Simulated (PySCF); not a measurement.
## UHF on Lu²⁺ (lutetium, charge +2)

Configuration: [Xe] 4f14 6p1, 2P determinant (an excited configuration). Computed with PySCF 2.14 in x2c-TZVPPall (11s7p7d2f2g, 99 functions), with scalar relativity by spin-free X2C-1e.

- Total energy: -14557.537068 hartree
- One-electron energy: -19950.7489 hartree
- Hartree (Coulomb) energy: 5693.1482 hartree
- Exchange energy: -299.9363 hartree
- ⟨S²⟩: 0.7500
- ⟨L²⟩: 2.001
- Sum of ⟨r⟩: 38.13 bohr
- Sum of ⟨r²⟩: 48.90 bohr²
- Traceless quadrupole moment −½Σ⟨3z² − r²⟩ along its main axis: -6.81 e·bohr²
- Langevin diamagnetic susceptibility: -38.7 ×10⁻⁶ cm³/mol

```tsv
shell	electrons	mean orbital energy (eV)	spread (eV)	rms radius, mean of both spins (bohr)
1s α	1	-63660.8	0	0.0219
1s β	1	-63660.8	0	0.0219
2s α	1	-10985.5	0	0.0884
2s β	1	-10985.4	0	0.0884
2p α	3	-9686.9	0.010	0.0801
2p β	3	-9686.9	0.027	0.0801
3s α	1	-2561.7	0	0.227
3s β	1	-2561.6	0	0.227
3p α	3	-2163.2	0.006	0.228
3p β	3	-2163.2	0.058	0.228
3d α	5	-1670.8	0.033	0.208
3d β	5	-1670.8	0.050	0.208
4s α	1	-554.04	0	0.509
4s β	1	-554.00	0	0.509
4p α	3	-420.43	0.029	0.541
4p β	3	-420.38	0.136	0.541
4d α	5	-240.32	0.090	0.592
4d β	5	-240.29	0.136	0.592
5s α	1	-92.064	0	1.26
5s β	1	-91.874	0	1.26
5p α	3	-57.466	0.026	1.47
5p β	3	-57.295	0.412	1.47
4f α	7	-40.914	0.130	0.794
4f β	7	-40.884	0.177	0.794
6p α	1	-15.037	0	4.14
```

Spin-orbit coupling, absent here, splits the open shell strongly.

Densities and radii are taken from the X2C orbitals without a picture-change correction, which distorts them close to the nucleus.

Spin-orbit constants ζ (cm⁻¹) from the X2C one-electron operator on these orbitals: bare nucleus, nucleus screened by l(l+1)(2l+1)/3 electrons, and screened by the Breit-Pauli mean field of the electrons.

```tsv
shell	bare	screened nucleus	mean field
2p	5689000	5529000	n/a
3p	1226000	1192000	n/a
3d	191900	164900	n/a
4p	273800	266000	n/a
4d	36380	31250	n/a
4f	5751	3483	n/a
5p	33570	32620	n/a
6p	3171	3082	n/a
```

To first order the Landé constant is A = 3082 cm⁻¹, so the lowest level has J = 1/2 and lies 0.382 eV below the centre of the term. First order in ζ underestimates the shift of the j = l − 1/2 level at high Z.
